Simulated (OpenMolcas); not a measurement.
3d³ along the 21-electron sequence

```json
{
  "Program": "OpenMolcas 26.06",
  "Method": "XMS-CASPT2, IPEA 0.25 Eh, imaginary shift 0.1 Eh",
  "Basis": "ANO-RCC-VTZP",
  "Scalar Hamiltonian": "DKH2, point nucleus",
  "Spin-orbit coupling": "state interaction with AMFI integrals over the reference wave functions, term energies averaged over their components"
}
```

Active space for each ion: 3 electrons in 5 orbitals (3d); closed shells correlated by CASPT2: 3s 3p.

Computed levels in cm-1 above ⁴F_3/2:

| Level | V2+ | Mn4+ | Fe5+ | Ni7+ |
| --- | --- | --- | --- | --- |
| ⁴F_5/2 | 154 | 374 | 543 | 987 |
| ⁴F_7/2 | 366 | 881 | 1274 | 2290 |
| ⁴F_9/2 | 632 | 1506 | 2170 | 3850 |
| ⁴P_1/2 | 11910 | 16650 | 19810 | 24350 |
| ⁴P_3/2 | 11980 | 16810 | 20000 | 24610 |
| ⁴P_5/2 | 12160 | 17250 | 20670 | 25910 |
| ²G_7/2 | 12450 | 18690 | 21970 | 27240 |
| ²G_9/2 | 12680 | 19210 | 22700 | 28460 |
| ²P_1/2 | 15900 | 23820 | 28000 | 34640 |
| weight of ⁴F in the lowest level (%) | 100 | 100 | 100 | 100 |

Measured, with the error of the calculation in %. Measured levels: V2+ from Sugar and Corliss, J. Phys. Chem. Ref. Data 7, 1191 (1978); Mn4+ from Corliss and Sugar, J. Phys. Chem. Ref. Data 6, 1253 (1977); Fe5+ from Corliss and Sugar, J. Phys. Chem. Ref. Data 11, 135 (1982); Ni7+ from Corliss and Sugar, J. Phys. Chem. Ref. Data 10, 197 (1981).

```
 Level           V2+          Mn4+          Fe5+          Ni7+
⁴F_5/2    146 (+6.1)    359 (+4.1)    511 (+6.2)   1012 (-2.4)
⁴F_7/2    342 (+7.3)    835 (+5.5)   1188 (+7.2)   2184 (+4.9)
⁴F_9/2    584 (+8.2)   1412 (+6.7)   2001 (+8.3)   3721 (+3.4)
⁴P_1/2  11514 (+3.5)  16434 (+1.3)  18738 (+5.7)  23261 (+4.7)
⁴P_3/2  11592 (+3.4)  16595 (+1.3)  18942 (+5.6)  23710 (+3.8)
⁴P_5/2  11770 (+3.3)  17049 (+1.2)  19611 (+5.4)  24669 (+5.0)
²G_7/2  11966 (+4.1)  17892 (+4.4)  20616 (+6.6)              
²G_9/2  12187 (+4.0)  18399 (+4.4)  21315 (+6.5)              
²P_1/2  15580 (+2.0)  23082 (+3.2)  26496 (+5.7)
```

The fine-structure level ⁴F_9/2 changes by a factor of 6.09 from V2+ to Ni7+. Its fourth root runs 5.01, 6.23, 6.83, 7.88, with steps per unit of Z of 0.61, 0.60, 0.53; equal steps would mean a (Z - σ)^4 law with constant σ.

⁴P_1/2 changes by a factor of 2.04 over the same range, with steps per unit of Z of +2370, +3160, +2270 cm-1.

CASPT2 breaks the degeneracy within a term, and the mean is taken; among the terms shown or strongly mixed into the levels shown the widest spread is 1600 cm-1 (3d³ ⁴F, V2+). The CASPT2 spread within a term exceeds the gap to the next term for 3d³ ⁴P and 3d³ ²G, so the order of their levels is uncertain (holds for V2+). Computed and measured levels are paired by configuration, term and J; levels that our copy of the source lacks, or whose pairing is in doubt (as where it misses far off the trend of its configuration), stay unpaired and out of the deviations. Only configurations of the active space appear.
